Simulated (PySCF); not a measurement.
(Z)-1-chlorobut-1-ene (C4H7Cl), SMILES C(/Cl)=C/CC. Coordinates come from a PBE0-D3(BJ)/def2-SVP optimisation. The values are those of a single conformer.

Computed equilibrium geometry at PBE0-D3(BJ)/def2-SVP (PySCF confirms it by a frequency run) as Cartesian coordinates in Å (one conformer of several):
```xyz
12

C     -2.2684     1.0605    -0.3769
C     -1.2511    -0.0121    -0.7559
C     -0.6845    -0.7137     0.4337
C      0.5883    -0.7307     0.8317
Cl     1.8777     0.0713    -0.0005
H     -2.6919     1.5370    -1.2738
H     -1.8018     1.8460     0.2368
H     -3.1041     0.6374     0.2029
H     -1.7371    -0.7605    -1.4070
H     -0.4316     0.4297    -1.3425
H     -1.3857    -1.2647     1.0724
H      0.9244    -1.2614     1.7246
```
Charge 0, spin multiplicity 1.
